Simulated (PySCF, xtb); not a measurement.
Au2H6S2Si3, SMILES [S]([Au])[SiH2][SiH2][SiH2][S][Au], multiplicity 1.

GFN2-xTB (xtb) at its own geometry gives an orbital gap of 2.76 eV and a dipole moment of 1.89 D.

Geometry optimised at B3LYP-D3(BJ)/def2-SVP. The spin state was assumed, not searched. The def2 effective core potentials stand for the cores of Au; spin–orbit coupling is left out. Other conformers were not sampled.

What does PBE/def2-SVP in PySCF give? (The exact figures need the calculation; the answer reports its results.)

gap 1.51 eV (levels -5.60 and -4.09 eV), dipole 1.45 D.
